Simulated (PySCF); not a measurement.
Induced dipoles and field energies

Species: C₂H₇PSi₂.
Cartesian coordinates in Å at the GFN2-xTB level; atoms count from 1:
```
atom  x, y, z in Å
C1     2.031    1.563   -0.851
C2     1.679    0.438   -0.613
Si3    1.072   -1.255   -0.169
P4    -0.722   -1.204    1.173
Si5   -2.040    0.313    0.210
H6     2.355    2.540   -1.074
H7     0.686   -1.951   -1.400
H8     2.141   -1.944    0.561
H9    -0.171   -0.341    2.098
H10   -3.046    0.679    1.207
H11   -1.322    1.510   -0.234
H12   -2.661   -0.349   -0.935
```

Level: PBE0/def2-SVPD (PySCF); nuclei fixed, core orbitals frozen in the response. Permanent dipole (0.265, 0.995, -0.180) D (1 au = 2.5417 D). Static polarisability (au):

```
x   114.67   0.43  -9.28
y     0.43 108.82 -10.04
z    -9.28 -10.04  89.78
```

Only the terms in μ and α are kept: μ(F) = μ + αF and ΔE = −μ·F − ½ F·αF.

Problem. Apply 0.003 au along ±x, ±y and ±z in turn. Tabulate induced and total dipoles and both energy terms.

Solution. 
```csv
field along,induced x (D),induced y (D),induced z (D),total size (D),−μ·F (kJ/mol),−½F·αF (kJ/mol)
+x,0.874,0.003,-0.071,1.535,-0.821,-1.355
−x,-0.874,-0.003,0.071,1.169,+0.821,-1.355
+y,0.003,0.830,-0.077,1.862,-3.083,-1.286
−y,-0.003,-0.830,0.077,0.326,+3.083,-1.286
+z,-0.071,-0.077,0.685,1.066,+0.558,-1.061
−z,0.071,0.077,-0.685,1.417,-0.558,-1.061
```

Problem. For the field (0.0012, 0.0027, -0.0003) au, what is the induced dipole, and what angle does it make with the field?

Solution. αF = (0.360, 0.756, -0.166) D, at 5.6° to the field. The polarisability along this direction, F·αF/F², is 112.50 au, against a mean of 104.42 au.

Problem. At what field along the permanent dipole would the induced dipole along it equal the permanent one, in this linear picture?

Solution. The polarisability along the dipole is 112.94 au, so F = 0.4113 au / 112.94 au = 0.0036 au = 0.19 V/Å; higher-order terms are ignored.

Problem. What field makes μF equal to kT at 298 K?

Solution. kT = 0.9437 × 10⁻³ Eh, so F = 0.00229 au = 11.8 MV/cm.

Problem. Induction energy −ᾱe²/2R⁴ of a unit charge at 6 Å, the molecule taken as a point?

Solution. R = 11.34 bohr, so the energy is −104.4/(2 × 11.34⁴) Eh = -8.29 kJ/mol. The charge–dipole term at its most favourable orientation, −μe/R², is -8.4 kJ/mol.

Isolated species at its GFN2-xTB geometry (one conformer only).
